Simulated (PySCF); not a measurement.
PbFI, SMILES [F][Pb][I] (connectivity only; charge and spin as stated), neutral, multiplicity 1. Coordinates come from a B3LYP-D3(BJ)/def2-TZVP optimisation. The def2 effective core potentials stand for the cores of I, Pb; spin–orbit coupling is left out.

Method: B3LYP-D3(BJ)/def2-TZVP (PySCF 2.14.0).

Harmonic wavenumbers (cm⁻¹): 103, 163, 515. Rotational constants (GHz): 7.200, 0.7527, 0.6814; symmetry number 1.

Problem. Work out the zero-point energy and the ideal-gas rigid-rotor harmonic-oscillator thermochemistry at 298.15 K and 1 atm.

Solution. ZPE = ½ Σ hcν = ½ × 781 cm⁻¹ = 1.12 kcal/mol. H − E(el) = 4.47 kcal/mol. Entropy in cal/(mol K): translation 43.48, rotation 28.86, vibration 6.53, total 78.86. G − E(el) = -19.05 kcal/mol. Cp = 13.00 cal/(mol K). Modes under 150 cm⁻¹ make the vibrational entropy uncertain.
